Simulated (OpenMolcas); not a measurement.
Ionisation energies of cobalt

- Program: OpenMolcas 26.06
- Basis: ANO-R3 [8s5p5d3f2g1h]
- Scalar Hamiltonian: X2C, finite nucleus
- Spin-orbit coupling: state interaction with AMFI integrals over the reference wave functions, term energies averaged over their components

Active shells in each charge state: the valence d shell, with orbitals averaged over the low states. Where CASPT2's correlated closed shells are named, they are those of the first ion.

A. CASSCF
B. SS-CASPT2, IPEA 0.25 Eh, imaginary shift 0.1 Eh (closed shells correlated: 3s 3p)
C. SS-CASPT2, IPEA 0.25 Eh, imaginary shift 0.1 Eh (closed shells correlated: none)
D. SS-CASPT2, IPEA 0.25 Eh, imaginary shift 0.1 Eh (closed shells correlated: 2s 2p 3s 3p)
E. SS-CASPT2, IPEA 0 Eh, imaginary shift 0.1 Eh (closed shells correlated: 3s 3p)

Energies in eV between the lowest computed levels, named as in B; reference values from the NIST Atomic Spectra Database with their kind.

```tsv
From	To	A	B	C	D	E	Spin-orbit share in B	Reference
Co2+ 3d⁷ ⁴F_9/2	Co3+ 3d⁶ ⁵D₄	31.173	33.741	33.212	33.755	33.760	+0.025	33.500 (semi-empirical)
Co3+ 3d⁶ ⁵D₄	Co4+ 3d⁵ ⁶S_5/2	49.221	51.428	50.943	51.452	51.414	+0.075	51.270 (semi-empirical)
Co4+ 3d⁵ ⁶S_5/2	Co5+ 3d⁴ ⁵D₀	78.510	79.729	79.361	79.769	79.782	-0.137	79.500 (semi-empirical)
Co5+ 3d⁴ ⁵D₀	Co6+ 3d³ ⁴F_3/2	101.581	102.730	102.264	102.784	102.765	-0.063	102.000 (semi-empirical)
Co6+ 3d³ ⁴F_3/2	Co7+ 3d² ³F₂	128.203	129.167	128.608	129.229	129.214	-0.018	128.900 (semi-empirical)
Co7+ 3d² ³F₂	Co8+ 3d ²D_3/2	156.702	157.488	156.858	157.557	157.532	+0.041	157.800 (semi-empirical)
```

The lowest level within the active space need not be the ion's true ground level.
